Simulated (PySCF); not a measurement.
C₆ coefficients of unlike pairs at PBE

Calculated with PySCF 2.14 from the dipole response of each species, C₆(A,B) = (3/π) ∫ α_A(iu) α_B(iu) du, in atomic units, from isotropic polarisabilities. For ions this is the dispersion term alone; charge-induced terms of lower order in 1/R come first.

| species | configuration | basis | relativity | α (bohr³) | C₆ (like pair) |
| --- | --- | --- | --- | --- | --- |
| Au²⁺ | [Xe] 4f14 5d9 (2D) | def2-TZVPPD with the def2 core potential (60 electrons) (6s5p3d2f1g) | core potential | 7.998 | 50.23 |
| Cu⁺ | [Ar] 3d10 (1S) | x2c-TZVPPall with one added diffuse shell each of s, p, d, f type (7s6p5d3f1g) | spin-free X2C | 7.904 | 26.73 |
| C | [He] 2s2 2p2 (3P) | dyall-av2z (11s7p2d) | none | 12.55 | 50.87 |
| F | [He] 2s2 2p5 (2P) | aug-cc-pVTZ-DK (5s4p3d2f) | spin-free X2C | 3.746 | 10.25 |

**Question.** Estimate C₆ for F with C.

**Answer.** The integral gives 21.23. The combination rule 2 C_A C_B / (C_A α_B/α_A + C_B α_A/α_B) gives 21.06 and the geometric mean 22.84.

No spin-orbit coupling is included.

The other pairs:

| pair | C₆ |
| --- | --- |
| F, Cu⁺ | 16.34 |
| Cu⁺, Au²⁺ | 35.95 |
| F, Au²⁺ | 22.63 |
| C, Cu⁺ | 35.69 |
| C, Au²⁺ | 45.92 |
